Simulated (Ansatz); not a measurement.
A thermochemical cycle in electronic energies (no zero-point or thermal terms), species as SMILES, kcal/mol. Geometries: B3LYP-D3(BJ)/def2-TZVP minima from Ansatz (a quantum-chemistry and plane-wave program). Cores are frozen in the correlated levels unless marked. Open shells are spin-unrestricted. Spin-orbit coupling is left out. Non-relativistic. CBS(X,Y): correlation extrapolated as X^-3; Hartree-Fock from the larger set. The bracket is a focal-point correction in the basis named. Anions need diffuse functions, of which def2-TZVPD holds fewer than the aug- sets.

```tsv
step	RI-MP2/CBS(aug-cc-pV(T+d)Z,aug-cc-pV(Q+d)Z)+[CCSD(T)-MP2]/aug-cc-pV(T+d)Z (Ansatz)	PBE-D3(BJ)/def2-TZVPD (Ansatz + dftd3)
bond energy D: Cl[SiH2]Cl [dichlorosilane] → Cl[SiH]Cl + H atom	97.6	89.1
deprotonation energy A: Cl[SiH2]Cl → Cl[SiH-]Cl + H+	357.0	351.1
ionisation of the H atom at the same level, IE	313.7	313.5
```

**Question.** Find the electron affinity EA, positive where the anion is bound: Cl[SiH]Cl + e- → Cl[SiH-]Cl.

**Answer.** Breaking the bond, ionising the H atom and attaching the electron to the radical add up to the deprotonation, A = D + IE - EA. At RI-MP2/CBS(aug-cc-pV(T+d)Z,aug-cc-pV(Q+d)Z)+[CCSD(T)-MP2]/aug-cc-pV(T+d)Z: EA = D + IE - A = 97.6 + 313.7 - 357.0 = 54.3. At PBE-D3(BJ)/def2-TZVPD: EA = D + IE - A = 89.1 + 313.5 - 351.1 = 51.5. The functional differs from the first level by -8.5 in D, -2.8 in EA and -5.9 in A; for EA and A the gap mixes functional and basis.
